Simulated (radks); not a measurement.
The numbers below are computed, except where a source is named.
Task: The oxygen anion O2-, [Ne], held by a Watson sphere: a shell of charge +2 at radius R that stands for the Madelung well of a crystal (potential energy -2/R inside, -2/r outside, in hartree with lengths in bohr). Level of theory: non-relativistic Kohn-Sham, PBEsol, spin-polarised, spherical densities, point nucleus (a radial shooting solver on a logarithmic mesh with Libxc functionals). Response by self-consistent Sternheimer equations with the Hartree and adiabatic LDA kernel. The sphere does not respond.

| R (bohr) | e(1s) (eV) | e(2s) (eV) | e(2p) (eV) | <r> 2p (bohr) | sum of <r^2> (bohr^2) | X-ray form factor at sin(theta)/lambda = 0.1 1/angstrom | alpha (bohr^3) |
|---|---|---|---|---|---|---|---|
| 1.58 | -505.98 | -24.042 | -9.333 | 1.384 | 18.70 | 8.777 | 9.562 |
| 1.99 | -506.21 | -21.961 | -7.743 | 1.489 | 21.61 | 8.623 | 14.46 |
| 2.13 | -506.18 | -21.360 | -7.254 | 1.521 | 22.59 | 8.574 | 16.62 |
| 2.35 | -506.04 | -20.522 | -6.545 | 1.570 | 24.13 | 8.502 | 20.62 |
| 2.65 | -505.78 | -19.565 | -5.695 | 1.634 | 26.24 | 8.410 | 27.50 |
| 3.22 | -505.20 | -18.216 | -4.410 | 1.744 | 30.40 | 8.255 | 46.65 |
| 3.24 | -505.18 | -18.177 | -4.371 | 1.748 | 30.55 | 8.250 | 47.50 |

Estimate the row for R = 2.66 bohr.

Result: e(1s) (eV) -505.77; e(2s) (eV) -19.537; e(2p) (eV) -5.669; <r> 2p (bohr) 1.636; sum of <r^2> (bohr^2) 26.32; X-ray form factor at sin(theta)/lambda = 0.1 1/angstrom 8.408; alpha (bohr^3) 27.76.
